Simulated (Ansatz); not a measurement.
ClFHOSV, SMILES `[OH][V]([F])(=[S])[Cl]`. Charge 0, multiplicity 1. The geometry is a stationary point of PBE0-D4/def2-TZVP. It is one conformer, not always the lowest.

```xyz
6

O    -1.253    0.201    0.582
V     0.202   -0.078   -0.315
F     0.032    0.525   -1.913
S     1.711    0.846    0.589
Cl    0.622   -2.175   -0.357
H    -1.315    0.681    1.414
```

**Question.** What is the dipole moment at B3LYP/def2-TZVPP? (Best estimate.)

**Answer.** The calculation gave: 2.39 D, with components (-0.69, 0.91, 2.10) D in this frame, pointing from negative to positive charge.

**Question.** And with PBE, r2SCAN, ωB97M-V? (Estimate.)

**Answer.** Computed: PBE 2.27 D, r2SCAN 2.33 D, ωB97M-V 2.47 D.

**Question.** Give the Mulliken charges with B3LYP, r2SCAN, PBE in def2-TZVPP. (An estimate is asked.)

**Answer.** Ansatz gave: 
```json
{"atom": "O1", "B3LYP": "-0.42", "r2SCAN": "-0.42", "PBE": "-0.37"}
{"atom": "V2", "B3LYP": "0.96", "r2SCAN": "0.96", "PBE": "0.83"}
{"atom": "F3", "B3LYP": "-0.35", "r2SCAN": "-0.33", "PBE": "-0.29"}
{"atom": "S4", "B3LYP": "-0.21", "r2SCAN": "-0.23", "PBE": "-0.21"}
{"atom": "Cl5", "B3LYP": "-0.22", "r2SCAN": "-0.22", "PBE": "-0.19"}
{"atom": "H6", "B3LYP": "0.23", "r2SCAN": "0.24", "PBE": "0.23"}
```

B3LYP here is the variant with VWN-RPA as its local correlation; programs differ in this.
